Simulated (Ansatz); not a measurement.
`F[Si](F)(F)[GeH3]` + H–F → `F[Si](F)(F)F` + GeH₄ at 400 K and 1 bar (cleavage of the Si–Ge bond).

Program: Ansatz. Geometries: PBE0-D4/def2-TZVP. ΔE: electronic, gas phase. CCSD(T)/CBS is the MP2 limit (def2-TZVPP, def2-QZVPP) plus CCSD(T) − MP2 in def2-TZVPP, frozen cores. This one scheme is used for every species. For Ge outer-core shells are correlated without core-valence functions, which leaves a few kJ/mol of doubt a bond. Scalar relativity is left out up to krypton.

| species | CCSD(T)/CBS energy (Eh) | H − E (kJ/mol) | S (J/(mol·K)) |
| --- | --- | --- | --- |
| `F[Si](F)(F)[GeH3]` | -2666.58098 | 120.3 | 388.7 |
| H–F | -100.39570 | 36.5 | 182.2 |
| `F[Si](F)(F)F` | -688.53452 | 56.7 | 306.7 |
| GeH₄ | -2078.49493 | 93.6 | 231.8 |

H − E and S are ideal-gas, rigid-rotor, harmonic terms from PBE0-D4/def2-TZVP. 1 Eh = 2625.50 kJ/mol, R = 8.31446 J/(mol·K).

Question: By hand: ΔE, ΔH, ΔS and ΔG.

Answer: ΔE = (-688.53452) + (-2078.49493) − (-2666.58098) − (-100.39570) = -0.05277 Eh = -138.5 kJ/mol. Δ(H − E) = 56.7 + 93.6 − 120.3 − 36.5 = -6.5, so ΔH = -145.0 kJ/mol. ΔS = 306.7 + 231.8 − 388.7 − 182.2 = -32.4 J/(mol·K). ΔG = -145.0 − 400 × (-32.4)/1000 = -132.0 kJ/mol.

Question: By hand: the equilibrium constant, and the temperature at which ΔG would vanish if ΔH and ΔS stayed fixed.

Answer: log₁₀ K = −ΔG/(RT ln 10) = 17.2. ΔG = 0 at ΔH/ΔS = 4475 K, far beyond where these terms or the molecules hold.

ΔH outweighs TΔS. A doubt of 5 kJ/mol in ΔE shifts log₁₀ K by 0.7 here. These are equilibria of isolated gas molecules and say nothing of rates. Largest T1 diagnostic: 0.012 (customary marks: 0.02 for closed shells, 0.045 for open ones).
